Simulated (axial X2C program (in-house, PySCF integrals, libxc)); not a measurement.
What spin–orbit coupling does to ZnIn

Computed with an in-house all-electron X2C program for linear molecules (integrals from PySCF). Spin-free means the one-electron spin-free X2C Hamiltonian; two-component (2c) means X2C with spin–orbit coupling and atomic mean-field two-electron Coulomb and Gaunt terms, so the difference of the two also holds small scalar two-electron terms. Basis: In dyall-cv3z [11s12p9d4f1g], Zn dyall-cv3z [9s10p6d3f2g] (cores contracted in-house); Gaussian nuclei, density fitting, unrestricted open shells. Masses: In 114.904 u, Zn 63.929 u.

Spin-free state: M_S = 1/2, Λ = 1 (beyond evenly filled blocks: π+α); fragments In + Zn.

| level | Re (Å) | ωe (cm⁻¹) | De (eV) | μ (D) |
| --- | --- | --- | --- | --- |
| PBE0 | 2.855 | 104.1 | 0.278 | 0.40 |
| r2SCAN0 | 2.815 | 109.5 | 0.233 | 0.49 |

Dipoles are positive if Zn is the positive end.

Task: Within this multiplet, which Ω should lie lowest by the rule for regular and inverted multiplets?

Result: The open π shell holds one electron, so the multiplet is regular: Ω = Λ − 1/2 = 1/2. The PBE0 2c search agrees.

Two-component determinant lowest at the distance of the search:

Ω = 1/2 (⟨Sz⟩ = -0.46, ⟨Lz⟩ = 0.96 at PBE0); fragments In + Zn.

| level | Re (Å) | ωe (cm⁻¹) | μ (D) |
| --- | --- | --- | --- |
| PBE0 | 2.882 | 96.6 | 0.37 |
| r2SCAN0 | 2.833 | 104.0 | 0.49 |

Task: From the two tables, how do the constants change at the PBE0 level (2c against spin-free)?

Result: At the PBE0 level Re rises by 0.027 Å and ωe decreases by 7.5 cm⁻¹.

One determinant describes the state; a PBE0 search over occupations chose it and may have missed a lower one. De is counted from the lowest determinant-based energies of the atoms at the same level, without counterpoise correction. De is not given where an atomic determinant may have missed its ground term or J level, or where the truncated virtual space spoils (T). Density functionals use the spin component along the axis (collinear). Other states lie close and PBE0, whose exact exchange favours high spin, may order them wrongly; the determinant shown need not be the ground state. The nearest other spin-free determinant of the search, M_S = 1/2, Λ = 0, lies 0.24 eV up at the distance of the search. The functionals have no current-density term, which raises determinants with orbital currents, atoms included. The atomic limit has a lower orbital projection than the molecule and lies lower at mean-field level, so De may be about a tenth of an eV too small. The bond is weak and the correlated curve of this state has no minimum in the scanned range, so this well may be an artefact of the functional.
